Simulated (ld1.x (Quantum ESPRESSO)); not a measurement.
**Al (Z = 13): one change to an ultrasoft potential, before and after**

```json
{
 "Element": "Al (Z = 13)",
 "Generator": "ld1.x (Quantum ESPRESSO) 7.5",
 "Type": "ultrasoft",
 "Functional": "PBEsol",
 "Relativity": "scalar-relativistic",
 "Frozen core": "[Ne]",
 "Valence charge": "3",
 "Reference configuration": "3s2 3p1",
 "Partial waves": "3s (bound): rcut 2.00, rcutus 2.30 bohr; 3s channel at 1.25 Ry: rcut 2.00, rcutus 2.30 bohr; 3p (bound): rcut 2.10, rcutus 2.75 bohr; 3p channel at 0.35 Ry: rcut 2.10, rcutus 2.75 bohr; 3d channel at -0.05 Ry: rcut 2.05, rcutus 2.80 bohr",
 "Local potential": "all-electron potential smoothed inside 1.85 bohr (lloc = -1)",
 "Core correction": "none",
 "Augmentation charge": "PSQ, radius 1.90 bohr"
}
```

All-electron outer shells of the reference configuration (PBEsol, scalar-relativistic, ld1.x):

```
shell  level (eV)  outermost node (bohr)  outermost maximum (bohr)
   2s     -107.85                   0.16                      0.50
   2p      -69.54                      –                      0.43
   3s       -7.71                   0.80                      2.09
   3p       -2.69                   0.82                      2.64
```

Change: waves 3s (bound): rcut 2.00, rcutus 2.52 bohr; 3s channel at 1.25 Ry: rcut 2.00, rcutus 2.52 bohr.

Cutoffs: the cutoffs (Ry, on a coarse ladder) from which the occupation-weighted sum of valence levels, in a spherical-Bessel basis at the reference potential, stays within 10 and 1 mRy of its value at 400 Ry; they do not see the model core or the augmentation charge, which bear on the density cutoff. Errors are all-electron minus pseudo energies relative to the spin-unpolarised reference configuration.

Question: What does the change do?

Answer: Both files are so soft that the ladder of cutoffs tells neither apart; of the 7 tests that both files solve, the error grows in 4 and shrinks in 1 by more than 15 % and 0.3 meV (median size 2.7 → 3.8 meV); neither file shows a bound ghost.

```tsv
quantity	base	changed
cutoff, loose	6 Ry	6 Ry
cutoff, tight	8 Ry	8 Ry
bound ghosts	none	none
error for 3s2 3p0, meV [ΔE 5.74 eV]	-2.7	-2.2
error for 3s1 3p0, meV [ΔE 24.91 eV]	+5.6	+7.7
error for 3s2 3p0.5, meV [ΔE 2.07 eV]	-0.5	-0.4
error for 3s1 3p1, meV [ΔE 11.53 eV]	+4.3	+5.3
error for 3s0 3p3, meV [ΔE 10.41 eV]	+13	+18
error for 3s2 3p1.3, meV [ΔE -0.57 eV]	0.0	0.0
error for 3s1 3p2, meV [ΔE 5.12 eV]	+2.6	+3.8
s: phases at 3.05 bohr within 0.05 rad from the reference energy up to (Ry; the scan ends near 5)	to the end of the scan	4.6
p: phases at 3.05 bohr within 0.05 rad from the reference energy up to (Ry; the scan ends near 5)	2.5	2.5
d: phases at 3.05 bohr within 0.05 rad from the reference energy up to (Ry; the scan ends near 5)	2.4	2.4
lowest overlap eigenvalue by channel	s 0.46, p 0.84, d 1.00	s 0.48, p 0.84, d 1.00
```
